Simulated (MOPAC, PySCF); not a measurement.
CH$_{3}$BSi, SMILES `B1=C[SiH2]1`, neutral singlet in the gas phase. 

Cartesian coordinates (Å):
```xyz
6

B      0.6611    -0.6319     1.1149
C      1.2327    -0.1273    -0.0009
Si    -0.7609     0.0045     0.1470
H      1.8743     0.2084    -0.7965
H     -1.3929     1.3411     0.3075
H     -1.6142    -0.7948    -0.7719
```
Charge 0, spin multiplicity 1.

All levels are single points at this geometry (PBE0-D3(BJ)/def2-TZVP); Pople sets use spherical d functions. Orbital energies aren't observables, and empty levels follow the basis.

SVWN5/6-31G* in PySCF gives HOMO (eV) = -5.98.

Task: Estimate the HOMO (eV) from each of these levels: PBE-D3(BJ)/def2-TZVP in PySCF; PBE0-D3(BJ)/def2-TZVP in PySCF; B3LYP/3-21G in PySCF; B3LYP/6-311+G** in PySCF; B3LYP/6-31G* in PySCF; B3LYP/LANL2DZ in PySCF; M06-2X/6-31G* in PySCF; HF/3-21G in PySCF; HF/6-31G* in PySCF; PM3 in MOPAC; PM6 in MOPAC; PM7 in MOPAC.

Result: 
| level | HOMO (eV) |
|---|---|
| PBE-D3(BJ)/def2-TZVP in PySCF | -6.14 |
| PBE0-D3(BJ)/def2-TZVP in PySCF | -7.22 |
| B3LYP/3-21G in PySCF | -6.74 |
| B3LYP/6-311+G** in PySCF | -6.95 |
| B3LYP/6-31G* in PySCF | -6.69 |
| B3LYP/LANL2DZ in PySCF | -6.82 |
| M06-2X/6-31G* in PySCF | -8.08 |
| HF/3-21G in PySCF | -9.37 |
| HF/6-31G* in PySCF | -9.33 |
| PM3 in MOPAC | -9.05 |
| PM6 in MOPAC | -9.16 |
| PM7 in MOPAC | -9.51 |
